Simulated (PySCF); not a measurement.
A GIAO shielding run with PySCF 2.14 (density fitting, non-relativistic, gas phase) on `C[Si@]1(P)CC[SiH2]O1`, C3H11OPSi2:

```
$ OMP_NUM_THREADS=1 python probes_run.py task.json out

{"job": {"kind": "nmr", "xc": "PBE0", "basis": "pcSseg-1"}, "charge": 0, "multiplicity": 1}
C      1.183697     1.804828    -0.735621
Si     0.723905     0.266994     0.286854
P      2.408218    -0.305686     1.651147
C     -0.150884    -1.092612    -0.755433
C     -1.653172    -0.783586    -0.709080
Si    -2.020277     0.039981     0.972891
O     -0.529163     0.632301     1.289492
H      1.472923     2.619585    -0.079124
H      0.348773     2.145350    -1.339841
H      2.019711     1.599226    -1.396401
H      3.280613    -0.575696     0.612179
H      2.049958    -1.638069     1.769518
H      0.029519    -2.067325    -0.297102
H      0.202292    -1.160580    -1.784489
H     -1.893364    -0.078524    -1.507340
H     -2.237819    -1.681857    -0.905107
H     -2.336765    -0.909728     2.034491
H     -2.906922     1.191715     0.881309
```

Hardware: 1 thread of an Arm Neoverse V2, shared host. The job also computes population analyses, field gradients, ring-centre shieldings.

Question: How large is the calculation?

Answer: 80 electrons, 195 basis functions and 1083 auxiliary functions.

Question: How long does it take, and how much memory does it need?

Answer: 33 s of wall time, with 13 SCF cycles and 4 response iterations; peak memory 0.88 GiB. Times on a shared host scatter by some tens of per cent.
